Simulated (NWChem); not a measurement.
System: SnCl cation, singlet; SMILES [Cl][Sn+]

The following NWChem deck was run.

```
start job
memory heap 200 mb stack 900 mb global 1100 mb
charge 1
geometry units angstroms
  Sn     0.000000     0.000000    -0.581513
  Cl     0.000000     0.000000     1.712957
end
basis spherical
  Sn library def2-tzvp
  Cl library def2-tzvp
end
ecp
  Sn library def2-ecp
end
dft
  xc pbe0
  iterations 150
end
driver
  maxiter 120
end
task dft optimize
dft
  grid fine
  convergence energy 1d-8 density 1d-7
end
task dft freq numerical
```

NWChem printed, in part:

```
             Northwest Computational Chemistry Package (NWChem) 7.3.0
             --------------------------------------------------------

 ORDER OF PRIMARY AXIS IS BEING SET TO 4
 C4V symmetry detected

                             Geometry "geometry" -> ""
                             -------------------------

 Output coordinates in angstroms (scale by  1.889725989 to convert to a.u.)

  No.       Tag          Charge          X              Y              Z
 ---- ---------------- ---------- -------------- -------------- --------------
    1 Sn                  50.0000     0.00000000     0.00000000    -0.58217896
    2 Cl                  17.0000     0.00000000     0.00000000     1.71229104

 Effective nuclear repulsion energy (a.u.)     196.0368458292

      Symmetry information
      --------------------

 Group name             C4v
 Group number             18
 Group order               8
 No. of unique centers     2

                                Z-matrix (autoz)
                                --------

 Units are Angstrom for bonds and degrees for angles

      Type          Name      I     J     K     L     M      Value
      ----------- --------  ----- ----- ----- ----- ----- ----------
    1 Stretch                  1     2                       2.29447

                           NWChem Geometry Optimization
                           ----------------------------

 maximum gradient threshold         (gmax) =   0.000450
 rms gradient threshold             (grms) =   0.000300
 maximum cartesian step threshold   (xmax) =   0.001800
 rms cartesian step threshold       (xrms) =   0.001200
 fixed trust radius                (trust) =   0.300000
 source of zmatrix                         =   autoz

          -------------------
          Energy Minimization
          -------------------

 Using diagonal initial Hessian
 Scaling for Hessian diagonals: bonds = 1.00  angles = 0.25  torsions = 0.10

          --------
          Step   0

                                 NWChem DFT Module
                                 -----------------

[...]

      ----------------------
      Optimization converged
      ----------------------

  Step       Energy      Delta E   Gmax     Grms     Xrms     Xmax
  ---- ---------------- -------- -------- -------- -------- --------
@    3    -674.14342862 -8.6D-08  0.00000  0.00000  0.00009  0.00015
                                     ok       ok       ok       ok

                                Z-matrix (autoz)
                                --------

 Units are Angstrom for bonds and degrees for angles

      Type          Name      I     J     K     L     M      Value     Gradient
      ----------- --------  ----- ----- ----- ----- ----- ---------- ----------
    1 Stretch                  1     2                       2.25959    0.00000

                         Geometry "geometry" -> "geometry"
                         ---------------------------------

 Output coordinates in angstroms (scale by  1.889725989 to convert to a.u.)

  No.       Tag          Charge          X              Y              Z
 ---- ---------------- ---------- -------------- -------------- --------------
    1 Sn                  50.0000     0.00000000     0.00000000    -0.56473966
    2 Cl                  17.0000     0.00000000     0.00000000     1.69485175

 Effective nuclear repulsion energy (a.u.)     199.0628304965

      Symmetry information
      --------------------

 Group name             C4v
 Group number             18
 Group order               8
 No. of unique centers     2

                Final and change from initial internal coordinates
                --------------------------------------------------

                                Z-matrix (autoz)
                                --------

 Units are Angstrom for bonds and degrees for angles

[...]

 Rotational Constants
 --------------------
 A=   0.000000 cm-1  (  0.000000 K)
 B=   0.122423 cm-1  (  0.176135 K)
 C=   0.122423 cm-1  (  0.176135 K)

 Temperature                      =   298.15K
 frequency scaling parameter      =   1.0000

 Linear Molecule

 Zero-Point correction to Energy  =    0.617 kcal/mol  (  0.000983 au)
 Thermal correction to Energy     =    2.273 kcal/mol  (  0.003622 au)
 Thermal correction to Enthalpy   =    2.865 kcal/mol  (  0.004566 au)

 Total Entropy                    =   58.571 cal/mol-K
   - Translational                =   40.965 cal/mol-K (mol. weight = 152.8707)
   - Rotational                   =   16.753 cal/mol-K (symmetry #  =        1)
   - Vibrational                  =    0.853 cal/mol-K

 Cv (constant volume heat capacity) =    6.367 cal/mol-K
   - Translational                  =    2.979 cal/mol-K
   - Rotational                     =    1.986 cal/mol-K
   - Vibrational                    =    1.401 cal/mol-K

[normal modes left out]

 ----------------------------------------------------------------------------
 Normal Eigenvalue ||           Projected Infra Red Intensities
  Mode   [cm**-1]  || [atomic units] [(debye/angs)**2] [(KM/mol)] [arbitrary]
 ------ ---------- || -------------- ----------------- ---------- -----------
    1        0.000 ||    0.008672           0.200         8.454       6.313
    2        0.000 ||    0.008672           0.200         8.454       6.313
    3        0.000 ||    0.000004           0.000         0.003       0.003
    4        0.000 ||    0.000004           0.000         0.003       0.003
    5        0.000 ||    0.006541           0.151         6.377       4.762
    6      431.597 ||    0.058526           1.350        57.054      42.606
 ----------------------------------------------------------------------------
```

Level: PBE0/def2-TZVP with def2 effective core potentials on Sn. Low-valent species are run as closed-shell singlets; no triplet was tried in these runs. def2 effective core potentials on Sn; no spin-orbit coupling.
